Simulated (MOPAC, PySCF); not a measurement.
HAlBr₂, SMILES `[Br][AlH][Br]`, neutral singlet in the gas phase. 

Z-matrix (Å, degrees):
```
Al
H 1 1.5644
Br 1 2.2429 2 120.66
Br 1 2.2429 2 120.67 3 -180.00
```
Charge 0, multiplicity 1.

All levels are single points at this geometry (r2SCAN-D4/def2-TZVP); Pople sets use spherical d functions. Orbital energies aren't observables, and empty levels follow the basis.

```
level                         HOMO (eV)  LUMO (eV)  gap (eV)  dipole (D)  vertical IE, Delta-SCF (eV)
----------------------------  ---------  ---------  --------  ----------  ---------------------------
r2SCAN-D4/def2-TZVP in PySCF      -7.73      -2.09      5.64        0.83                            –
B3LYP/3-21G in PySCF              -8.10      -1.93      6.17        1.14                            –
B3LYP/6-31G* in PySCF             -8.32      -1.86      6.45        1.05                        10.76
B3LYP/LANL2DZ in PySCF            -8.43      -2.22      6.22        1.64                            –
M06-2X/6-31G* in PySCF            -9.85      -1.15      8.69        1.25                            –
PBE/6-31G* in PySCF               -7.34      -2.43      4.91        0.95                            –
SVWN5/6-31G* in PySCF             -7.48      -2.66      4.82        1.01                            –
HF/3-21G in PySCF                -11.32       0.87     12.19        1.76                            –
HF/6-31G* in PySCF               -11.53       1.02     12.55        1.36                        11.15
AM1 in MOPAC                     -10.97      -2.06      8.91        1.25                            –
PM3 in MOPAC                     -12.02      -3.62      8.40        2.88                            –
PM6 in MOPAC                     -10.88      -0.18     10.70        1.54                            –
PM7 in MOPAC                     -10.72      -1.78      8.95        0.83                            –
```
